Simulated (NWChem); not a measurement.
# C$_{3}$H$_{3}$, doublet; SMILES [C]#CC

```xyz
6

C      0.0000     0.0000     1.5607
C      0.0000     0.0000     0.3464
C      0.0000     0.0000    -1.1091
H      0.7774    -0.6737    -1.5008
H     -0.9721    -0.3364    -1.5008
H      0.1948     1.0101    -1.5008
```
Atoms are numbered in this order, from 1.

Level: PBE0/def2-SVP, spin-unrestricted (NWChem), optimised geometry, unscaled harmonic frequencies. In the optimisation the excess spin sits in a (C3, its own frame).

| frequency (cm⁻¹) | IR intensity (km/mol) |
|---|---|
| 256 | 2.7 |
| 256 | 2.7 |
| 976 | 1.5 |
| 995 | 31.9 |
| 995 | 31.9 |
| 1383 | 0.0 |
| 1440 | 3.7 |
| 1440 | 3.7 |
| 2279 | 21.7 |
| 3059 | 10.3 |
| 3155 | 0.5 |
| 3155 | 0.5 |

```
Property                                                                           Result
-----------------------------------------------------------------------  ----------------
zero-point energy                                                           27.7 kcal/mol
thermal correction to the enthalpy at 298.15 K (with zero-point energy)     30.8 kcal/mol
heat capacity Cv                                                         10.9 cal/(mol K)
dipole moment                                                                      1.55 D
```

Rigid rotor and harmonic oscillator.
